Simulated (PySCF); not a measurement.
Cartesian coordinates in Å; atom numbers follow the order of the lines, from 1:
```xyz
19

C     2.7174    0.8446   -0.2653
Si    0.8666    0.9853    0.1434
C     0.0329   -0.7000   -0.1286
C     0.5917   -1.8653    0.1444
F     1.8452   -1.9848    0.6281
C    -1.3865   -0.6835   -0.6086
C    -2.2746   -0.0456    0.4579
O    -1.8728    1.2967    0.6101
H     2.8826    0.4890   -1.2784
H     3.1938    1.8162   -0.1770
H     3.2313    0.1648    0.4055
H     0.7241    1.3696    1.5535
H     0.2756    1.9533   -0.7814
H     0.1371   -2.8415    0.0148
H    -1.4591   -0.0796   -1.5136
H    -1.7496   -1.6912   -0.8214
H    -3.3294   -0.0939    0.1498
H    -2.1600   -0.5971    1.4008
H    -2.2759    1.6723    1.3983
```

[PySCF 2.14: geometry: GFN2-xTB; NMR shieldings at PBE0/pcSseg-1/GIAO; non-relativistic Hamiltonian; single conformer; averaged over atoms made equivalent by symmetry, fast rotation or ring inversion; isolated molecule]

Referencing at the same level of theory: TMS for $^{13}$C (σ = 186.93 ppm).

Problem. Do the $^{13}$C shifts follow the atomic charges (in e)? Tabulate both.

Solution. 
```tsv
atoms	hybridisation	δ (ppm)	σ para (ppm)	Hirshfeld	IAO	Mulliken	ESP-fitted
C4	sp2	164.1	-225	+0.04	+0.14	+0.31	+0.03
C3	sp2	122.8	-201	-0.11	-0.32	-0.60	-0.21
C7	sp3	70.9	-127	+0.01	-0.04	+0.05	+0.35
C6	sp3	37.1	-95	-0.07	-0.25	-0.16	-0.32
C1	sp3	-2.7	-64	-0.23	-0.72	-0.63	-0.77
```

Correlation coefficients of δ with charge over these carbons: Hirshfeld +0.70, IAO +0.78, Mulliken +0.53, ESP-fitted +0.60; with the paramagnetic shielding -0.99. With so few points, grouped by hybridisation, these coefficients are fragile. Charge is one influence among several: hybridisation and low-lying excitations act through the paramagnetic term.

Shifts are as computed. Against solution values, carbons near 30 ppm lie about +3 ppm off and those near 130 ppm about +5 ppm. Of 1211 compounds with measured shifts, 218 miss one by over three times the rms of a fit or turn the order of signals round; such compounds aren't used in these exercises.
